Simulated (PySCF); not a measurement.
**Worked example for `[O]=[V-](=[O])([OH])[OH]` ([H2O4V]-): detachment energy to the radical**

Energies: B3LYP-D3(BJ)/ma-def2-SVP (PySCF, density fitting, integration grid level 2) on BP86-D3(BJ)/ma-def2-SVP structures. Zero-point energies come from unscaled GFN2-xTB harmonic frequencies. These were taken at the GFN2-xTB minima.

| state | structure | E / Eh |
| --- | --- | --- |
| parent | parent | -1246.037777 |
| radical | parent | -1245.855739 |
| radical | radical | -1245.873350 |
| parent | radical | -1246.017539 |

Zero-point energy of the radical less that of the parent: 0.022 eV. 1 Eh = 27.2114 eV.

**Question.** Work out the vertical and adiabatic detachment energy.

**Answer.** Vertical: (-1245.855739) − (-1246.037777) = 0.182038 Eh = 4.95 eV. Adiabatic: 0.164427 Eh = 4.474 eV, and 4.50 eV with zero-point energy.

**Question.** And the inner reorganisation energy of self-exchange?

**Answer.** The radical relaxes by 479.2 meV and the parent by 550.7 meV, so λ = 1030 meV.

Caveats: ma-def2-SVP is a small basis, whose errors can reach tens of kJ/mol; spin-orbit coupling is left out of the energies, which matters for open shells on the heavier atoms; O2 and O3 are equivalent in the parent, but the relaxed radical is symmetry-broken (C2 to Cs), which is often an artefact of the method; its spin populations, distances and adiabatic value belong to that structure.
